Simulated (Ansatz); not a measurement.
Born–Oppenheimer molecular dynamics of BCl3FH (6 atoms, charge 0, multiplicity 1). It starts at the highest image of a converged band. Of that band: Neighbouring images differ by up to 1.5 eV, so the band resolves the path poorly. A vibrational analysis at the climbing image gives one clearly imaginary mode, 1586i cm⁻¹: a first-order saddle point.

The calculation used Ansatz, RHF/6-31G*.

```json
{
 "ensemble": "NVE (velocity Verlet)",
 "time step": "0.5 fs",
 "steps asked": "200",
 "starting velocities drawn for": "100 K",
 "seed": "7587"
}
```

Frames 5 fs apart, positions in Å.

Velocities at 25.0 fs (Å/ps):

```
B -0.41 -7.49 -24.17
Cl 0.08 4.17 7.79
Cl -0.26 0.29 1.05
Cl 0.19 0.34 0.89
F 0.53 -7.92 -9.14
H -5.95 60.99 89.49
```

```xyz
6
Properties=species:S:1:pos:R:3 time_fs=25.0 energy_less_start_eV=-1.212 T=2446
B 0.023 -0.509 -0.194
Cl 0.009 0.212 2.059
Cl 1.575 0.223 -0.763
Cl -1.550 0.122 -0.734
F 0.013 -1.652 0.304
H -0.108 -0.578 2.944
6
Properties=species:S:1:pos:R:3 time_fs=30.0 energy_less_start_eV=-1.373 T=2757
B 0.022 -0.530 -0.335
Cl 0.010 0.239 2.105
Cl 1.571 0.223 -0.757
Cl -1.548 0.124 -0.731
F 0.018 -1.708 0.259
H -0.142 -0.329 3.378
6
Properties=species:S:1:pos:R:3 time_fs=35.0 energy_less_start_eV=-1.517 T=3038
B 0.026 -0.571 -0.477
Cl 0.010 0.267 2.176
Cl 1.562 0.222 -0.752
Cl -1.546 0.129 -0.731
F 0.028 -1.766 0.200
H -0.127 0.098 3.335
6
Properties=species:S:1:pos:R:3 time_fs=40.0 energy_less_start_eV=-1.564 T=3127
B 0.029 -0.660 -0.576
Cl 0.011 0.300 2.247
Cl 1.550 0.219 -0.751
Cl -1.542 0.134 -0.736
F 0.040 -1.801 0.116
H -0.155 0.478 3.617
6
Properties=species:S:1:pos:R:3 time_fs=45.0 energy_less_start_eV=-1.665 T=3318
B 0.029 -0.750 -0.629
Cl 0.012 0.338 2.335
Cl 1.536 0.213 -0.753
Cl -1.536 0.136 -0.745
F 0.054 -1.826 0.013
H -0.131 0.777 3.449
6
Properties=species:S:1:pos:R:3 time_fs=50.0 energy_less_start_eV=-1.719 T=3424
B 0.022 -0.761 -0.665
Cl 0.013 0.372 2.422
Cl 1.517 0.201 -0.761
Cl -1.525 0.133 -0.760
F 0.070 -1.879 -0.088
H -0.137 1.202 3.493
6
Properties=species:S:1:pos:R:3 time_fs=55.0 energy_less_start_eV=-2.032 T=4023
B 0.013 -0.702 -0.680
Cl 0.013 0.414 2.519
Cl 1.497 0.186 -0.774
Cl -1.510 0.124 -0.780
F 0.084 -1.956 -0.189
H -0.111 1.388 3.298
6
Properties=species:S:1:pos:R:3 time_fs=60.0 energy_less_start_eV=-1.964 T=3895
B 0.009 -0.670 -0.654
Cl 0.013 0.452 2.617
Cl 1.480 0.171 -0.790
Cl -1.498 0.114 -0.803
F 0.094 -2.014 -0.304
H -0.091 1.675 3.101
6
Properties=species:S:1:pos:R:3 time_fs=65.0 energy_less_start_eV=-2.150 T=4253
B 0.012 -0.715 -0.598
Cl 0.013 0.496 2.717
Cl 1.470 0.159 -0.809
Cl -1.492 0.104 -0.827
F 0.097 -2.036 -0.431
H -0.064 1.792 2.893
6
Properties=species:S:1:pos:R:3 time_fs=70.0 energy_less_start_eV=-2.033 T=4025
B 0.017 -0.794 -0.549
Cl 0.013 0.543 2.821
Cl 1.467 0.150 -0.828
Cl -1.490 0.093 -0.851
F 0.094 -2.041 -0.557
H -0.025 1.787 2.593
6
Properties=species:S:1:pos:R:3 time_fs=75.0 energy_less_start_eV=-1.791 T=3563
B 0.019 -0.814 -0.540
Cl 0.013 0.588 2.924
Cl 1.468 0.142 -0.844
Cl -1.489 0.078 -0.871
F 0.087 -2.074 -0.674
H 0.007 1.821 2.346
6
Properties=species:S:1:pos:R:3 time_fs=80.0 energy_less_start_eV=-1.841 T=3657
B 0.016 -0.788 -0.586
Cl 0.013 0.643 3.024
Cl 1.472 0.132 -0.854
Cl -1.488 0.059 -0.885
F 0.079 -2.122 -0.780
H 0.046 1.530 2.197
```

Of the whole run (100 fs, mean temperature of the second half 3820 K): The conserved energy stayed within 0.63 meV per atom of its start (net change 0.23 meV per atom), so the integration is sound. The kinetic energy rose, since the run started high on the potential surface and went downhill. It ends in pieces (BCl2F + ClH), so much of that is their flight and rotation, not heat. A run of 0.1 ps of so small a system gives no equilibrium averages. The orbitals stay closed-shell, which can raise the energy where a bond breaks towards radicals; this wasn't checked here.

Run time: 6.9 min on 1 thread of Arm Neoverse V1, with other jobs on the host, peak memory 0.17 GiB.
